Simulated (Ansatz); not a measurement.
A nudged elastic band was laid between two geometries of a periodic cell of 17 atoms, CuSi$_{16}$ (host Si, host structure diamond, interstitial Cu), cell charge +1.

All numbers below come from DFT PBE, scalar-relativistic, plane waves, PAW (Ansatz 0.2.0). Settings: PAW set soft_1, cutoff 420 eV, k mesh 2x2x2, gaussian smearing 0.02 eV, no spin polarisation.

```json
{"movable images": "5", "climbing image": "yes", "spring": "5.0 eV/Å²", "optimiser": "fire", "start path": "straight line", "force threshold": "0.05 eV/Å", "iteration limit": "54", "end points": "relaxed"}
```

First end point:

```xyz
17
Lattice="0.0000 5.4300 5.4300 5.4300 0.0000 5.4300 5.4300 5.4300 0.0000" Properties=species:S:1:pos:R:3
Si 0.062 0.027 0.060
Si 1.429 1.339 1.428
Si 2.804 2.676 -0.014
Si 4.139 4.046 1.342
Si 2.831 0.080 2.829
Si 4.167 1.438 4.166
Si 5.492 2.744 2.751
Si 6.824 4.144 4.060
Si -0.014 2.674 2.804
Si 1.343 4.045 4.138
Si 2.616 5.308 2.615
Si 3.927 6.722 3.928
Si 2.753 2.744 5.491
Si 4.061 4.143 6.824
Si 5.357 5.548 5.356
Si 6.754 6.820 6.753
Cu 6.486 3.824 6.488
```

Last end point:

```xyz
17
Lattice="0.0000 5.4300 5.4300 5.4300 0.0000 5.4300 5.4300 5.4300 0.0000" Properties=species:S:1:pos:R:3
Si 0.137 0.072 -0.140
Si 1.330 1.350 1.387
Si 2.739 2.765 -0.006
Si 4.202 4.203 1.229
Si 2.660 -0.040 2.766
Si 4.038 1.349 4.099
Si 5.434 2.764 2.692
Si 6.716 4.072 4.143
Si -0.073 2.671 2.740
Si 1.385 3.986 4.044
Si 2.757 5.418 2.672
Si 4.029 6.744 4.122
Si 2.688 2.672 5.502
Si 4.019 4.052 6.840
Si 5.368 5.412 5.492
Si 6.737 6.744 6.831
Cu 8.329 2.762 7.957
```

(1) What changes between the two ends?

(2) Give the energies along the band, and the barrier.

(3) What is the geometry of the highest image?

## Answers

(1) Contacts lost: Si8–Cu17, Si14–Cu17, Si15–Cu17. Contacts made: Si6–Cu17, Si7–Cu17. The atom that moves furthest is Cu17, by 2.59 Å.

(2) It converged. The highest image is number 3 of 0 to 6, 0.046 eV above the first end and 0.040 eV above the last; the last end lies 0.006 eV above the first. The profile has 2 maxima (images 1, 3) with wells between them (image 2): this band takes more than one step, which may be the mechanism or a detour left from its start path. By the program's own check the climbing image is of a kind that is not told: the force calls were inconclusive, a negative curvature could not be distinguished from the path's own, the only one lies far off the path, or fixed occupations may fill a level only in part (lowest curvatures found: -0.45 and 0.85 eV/Å²). Limits of this set-up: charged cell in a uniform background, uncorrected.

```json
{"image": "0", "path coordinate (Å)": "0.00", "energy (eV)": "0.000", "Si8–Cu17 (Å)": "2.47", "Si14–Cu17 (Å)": "2.47", "Si15–Cu17 (Å)": "2.35"}
{"image": "1", "path coordinate (Å)": "0.58", "energy (eV)": "0.020", "Si8–Cu17 (Å)": "2.75", "Si14–Cu17 (Å)": "2.67", "Si15–Cu17 (Å)": "2.42"}
{"image": "2", "path coordinate (Å)": "1.16", "energy (eV)": "0.002", "Si8–Cu17 (Å)": "3.08", "Si14–Cu17 (Å)": "3.05", "Si15–Cu17 (Å)": "2.67"}
{"image": "3", "path coordinate (Å)": "1.75", "energy (eV)": "0.046", "Si8–Cu17 (Å)": "3.46", "Si14–Cu17 (Å)": "3.46", "Si15–Cu17 (Å)": "3.24"}
{"image": "4", "path coordinate (Å)": "2.23", "energy (eV)": "0.015", "Si8–Cu17 (Å)": "3.82", "Si14–Cu17 (Å)": "3.84", "Si15–Cu17 (Å)": "3.76"}
{"image": "5", "path coordinate (Å)": "2.71", "energy (eV)": "0.006", "Si8–Cu17 (Å)": "4.14", "Si14–Cu17 (Å)": "4.24", "Si15–Cu17 (Å)": "4.28"}
{"image": "6", "path coordinate (Å)": "3.20", "energy (eV)": "0.006", "Si8–Cu17 (Å)": "4.34", "Si14–Cu17 (Å)": "4.43", "Si15–Cu17 (Å)": "4.46"}
```

(3) 
```xyz
17
Lattice="0.0000 5.4300 5.4300 5.4300 0.0000 5.4300 5.4300 5.4300 0.0000" Properties=species:S:1:pos:R:3
Si -0.107 0.165 -0.125
Si 1.327 1.284 1.317
Si 2.796 2.666 -0.096
Si 4.158 4.118 1.262
Si 2.677 -0.034 2.680
Si 3.949 1.471 3.945
Si 5.432 2.771 2.669
Si 6.816 4.022 4.068
Si -0.080 2.659 2.794
Si 1.281 4.109 4.151
Si 2.762 5.485 2.753
Si 4.193 6.616 4.191
Si 2.677 2.762 5.438
Si 4.067 4.014 6.829
Si 5.556 5.313 5.566
Si 6.831 6.812 6.835
Cu 7.429 3.427 7.418
```

Run time: 15 min on 1 thread of Intel(R) Xeon(R) 6975P-C (Granite Rapids), on a shared host, peak memory 1 GiB.
